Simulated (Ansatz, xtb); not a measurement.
# Relative energy of two isomers of C5H5BrS2

Structure X is `CSc1ccc(Br)s1`, a singlet and structure Y is `Cc1sc(Br)cc1S`, a singlet. Both are isolated molecules in the gas phase, relaxed with PBE0-D3(BJ)/def2-SVP; the shapes shown needn't be the lowest conformers.

X (Å):

```
atom    x (Å)    y (Å)    z (Å)
   C  -3.0692  -1.4647  -0.9314
   C  -1.2766   0.6174  -1.1006
   C  -0.5397   1.7110  -1.4942
   C   0.5017   2.0383  -0.5833
   C   0.5407   1.1878   0.4877
  Br   1.7251   1.2157   1.9254
   S  -2.6352  -0.0582  -1.9696
   S  -0.6916  -0.0230   0.4027
   H  -3.3737  -1.1416   0.0754
   H  -2.2399  -2.1844  -0.8630
   H  -3.9234  -1.9497  -1.4228
   H  -0.7407   2.2637  -2.4127
   H   1.1971   2.8676  -0.7130
```

Y (Å):

```
atom    x (Å)    y (Å)    z (Å)
   C  -2.5548  -1.0740  -1.0825
   C  -1.3526  -0.2078  -0.9375
   C   0.9030   0.8240  -1.1503
   C   0.1288   1.4790  -0.2368
   C  -1.1699   0.8893  -0.1230
  Br   2.6539   1.2247  -1.6455
   S   0.0801  -0.5198  -1.8585
   S  -2.3984   1.4475   1.0246
   H  -2.4069  -2.0600  -0.6132
   H  -3.4058  -0.5866  -0.5865
   H  -2.8094  -1.2419  -2.1399
   H   0.4598   2.3419   0.3398
   H  -2.6645   2.6270   0.4178
```

**Question.** Estimate which is lower in electronic energy at CCSD(T)/def2-SVP + ΔMP2/def2-TZVPP, and by roughly how much.

**Answer.** The CCSD(T)/def2-SVP + ΔMP2/def2-TZVPP calculation puts structure Y lower, by 21.0 kJ/mol.

The same difference at several levels:

| level | geometry | E(Y) − E(X) (kJ/mol) | departure from the last row (kJ/mol) | job, with rough time for the two |
| --- | --- | --- | --- | --- |
| GFN2-xTB | GFN2-xTB | −31.1 | −10.1 | optimisation, 0.29 s |
| HF/STO-3G | GFN2-xTB | +0.3 | +21.3 | single point, 0.8 s |
| r2SCAN-D4/def2-SVP | GFN2-xTB | −21.7 | −0.6 | single point, 6.3 s |
| PBE0-D3(BJ)/def2-SVP | PBE0-D3(BJ)/def2-SVP | −27.8 | −6.7 | optimisation, 2.4 min |
| HF/def2-SVP | PBE0-D3(BJ)/def2-SVP | −35.2 | −14.2 | part of the CCSD(T) run |
| MP2/def2-SVP | PBE0-D3(BJ)/def2-SVP | −35.6 | −14.6 | part of the CCSD(T) run |
| CCSD(T)/def2-SVP | PBE0-D3(BJ)/def2-SVP | −36.3 | −15.2 | single point |
| CCSD(T)/def2-SVP + ΔMP2/def2-TZVPP | PBE0-D3(BJ)/def2-SVP | −21.0 |  | single point, 2.9 min |

As drawn, Y has 1 C–C, 1 S–H in place of 1 C–S, 1 C–H.

HF/STO-3G finds them nearly level. The largest departure from CCSD(T)/def2-SVP + ΔMP2/def2-TZVPP is that of HF/STO-3G, 21.3 kJ/mol. The last row adds to CCSD(T) the change of the MP2 difference between the two basis sets, here +15.2 kJ/mol, a large step that makes the value less sure.

With thermal terms from frequencies at re-optimised GFN2-xTB minima (ideal gas, soft modes damped towards free rotors, one conformer each, 298.15 K, 1 atm): on the last row, ΔE + ΔZPE = −27.0, ΔH = −25.9, ΔG = −28.2 kJ/mol.

The correlated steps freeze 24 core orbitals; the filled d shell of Br is correlated, in a basis made for valence electrons. Codes used: Ansatz 0.2.0, xtb 6.7.1; the last row on 4 threads of Arm Neoverse V1 on a shared host.
